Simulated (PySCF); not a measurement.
Assignment exercise: C₆H₁₀O₂

Numbering as in the mapped SMILES `[CH3:1][O:2][C@@H:3]1[CH2:4][CH2:5][C@@H:6]2[O:7][C@H:8]12`. Each H is labelled by its parent atom. Ha(C4), Ha(C5) are cis to O2 on the ring; Hb(C4), Hb(C5) are trans to O2 on the ring.

Averaged over atoms made equivalent by symmetry, fast rotation or ring inversion, in vacuum, one computed conformer, non-relativistic. Structure optimised with GFN2-xTB; NMR shieldings at PBE0/pcSseg-1/GIAO; PySCF.

δ = σ(ref) − σ, references computed at the same level: 13C (σref 186.93) and 1H (σref 31.72) against TMS.

**Question.** Assign these signals to the numbered atoms. 13C{1H} NMR (computed): δ 87.3, 59.7, 53.1, 51.1, 28.7, 28.6.

**Answer.** 
87.3 → C3, sp3 CH bonded to O: pulled downfield by the heteroatom
59.7 → C1, methyl carbon bonded to O: deshielded by the electronegative neighbour
53.1 → C6, epoxide ring carbon: the inductive effect lowers its shielding
51.1 → C8, epoxide ring carbon
28.7 → C4, sp3 CH2 in a ring: a saturated carbon with 2 carbon neighbours and no heteroatom attached
28.6 → C5, sp3 CH2 in a ring

C6 and C8; C4 and C5 lie closer than the usual error of such a calculation, so a measured spectrum could show them in the other order.

**Question.** Assign these signals to the numbered atoms. 1H NMR (300 MHz, computed): δ 3.66 (s, 3H), 3.60 (m, 1H), 3.18 (m, 1H), 3.03 (m, 1H), 2.00 (m, 1H), 1.74 (m, 1H), 1.72 (m, 1H), 1.38 (m, 1H).

**Answer.** 
```tsv
δ (ppm)	atoms	environment	reason
3.66	H(C1)	hydrogen on a methyl carbon bonded to O	its carbon carries O, hence the downfield position
3.60	H(C3)	hydrogen on an sp3 CH bonded to O	its carbon carries O, which withdraws density
3.18	H(C8)	hydrogen on an epoxide ring carbon	its carbon carries O, which withdraws density
3.03	H(C6)	hydrogen on an epoxide ring carbon	–
2.00	Ha(C5)	hydrogen on an sp3 CH2 in a ring	–
1.74	Ha(C4)	hydrogen on an sp3 CH2 in a ring	–
1.72	Hb(C4)	hydrogen on an sp3 CH2 in a ring	–
1.38	Hb(C5)	hydrogen on an sp3 CH2 in a ring	–
```

H(C1) and H(C3); Ha(C4) and Hb(C4) lie closer than the usual error of such a calculation, so a measured spectrum could show them in the other order.

Shifts are as computed. Against solution values, carbons near 30 ppm lie about +3 ppm off and those near 130 ppm about +5 ppm (rms about the fit 2.1 ppm; single classes can miss by 10 ppm). Of 1328 compounds with measured shifts, 309 miss one by over three times the rms of a fit or turn the order of signals round; such compounds aren't used in these exercises. Signals without a measured value on file couldn't be tested in this way; 1H shifts scatter by 0.2 ppm about their fit, and single ones miss by 0.5 ppm. Multiplicities follow the n + 1 count of equivalent neighbours, as no J values were calculated; m marks all less simple cases, F and P coupling included.
